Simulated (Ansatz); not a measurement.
One change: `[NH2][Sn][NH2]` becomes `[NH2][Ge][NH2]`.

Ansatz, PBE0-D4/def2-TZVP geometries, multiplicity 1. Each molecule was computed in one conformer, which needn't be the lowest.

Elements past krypton have def2 core potentials. Scalar relativity is left out up to krypton.

```json
{"property": "HOMO energy (ωB97M-V/def2-TZVPP) / eV", "`[NH2][Sn][NH2]`": "-8.95"}
{"property": "LUMO energy (PBE/def2-TZVPP) / eV", "`[NH2][Sn][NH2]`": "-1.77"}
{"property": "HOMO–LUMO gap (ωB97M-V/def2-TZVPP) / eV", "`[NH2][Sn][NH2]`": "9.51"}
{"property": "HOMO–LUMO gap (PBE0/def2-TZVPP) / eV", "`[NH2][Sn][NH2]`": "5.50"}
{"property": "LUMO energy (PBE0/def2-TZVPP) / eV", "`[NH2][Sn][NH2]`": "-1.12"}
{"property": "HOMO energy (B3LYP/def2-TZVPP) / eV", "`[NH2][Sn][NH2]`": "-6.37"}
```

(1) Give the same properties after the change, and the shifts. (Best estimate.)

## Answers

(1) Computed: 
```json
{"property": "HOMO energy (ωB97M-V/def2-TZVPP) / eV", "`[NH2][Ge][NH2]`": "-9.01", "shift": "-0.06"}
{"property": "LUMO energy (PBE/def2-TZVPP) / eV", "`[NH2][Ge][NH2]`": "-1.34", "shift": "0.43"}
{"property": "HOMO–LUMO gap (ωB97M-V/def2-TZVPP) / eV", "`[NH2][Ge][NH2]`": "10.36", "shift": "0.85"}
{"property": "HOMO–LUMO gap (PBE0/def2-TZVPP) / eV", "`[NH2][Ge][NH2]`": "6.22", "shift": "0.72"}
{"property": "LUMO energy (PBE0/def2-TZVPP) / eV", "`[NH2][Ge][NH2]`": "-0.59", "shift": "0.53"}
{"property": "HOMO energy (B3LYP/def2-TZVPP) / eV", "`[NH2][Ge][NH2]`": "-6.66", "shift": "-0.29"}
```

With PBE0 the HOMO falls by 0.19 eV and the LUMO rises by 0.53 eV, so the gap widens by about 0.72 eV. PBE moves the HOMO by -0.28 eV and ωB97M-V by -0.06 eV.

B3LYP here is the variant with VWN-RPA as its local correlation; programs differ in this.
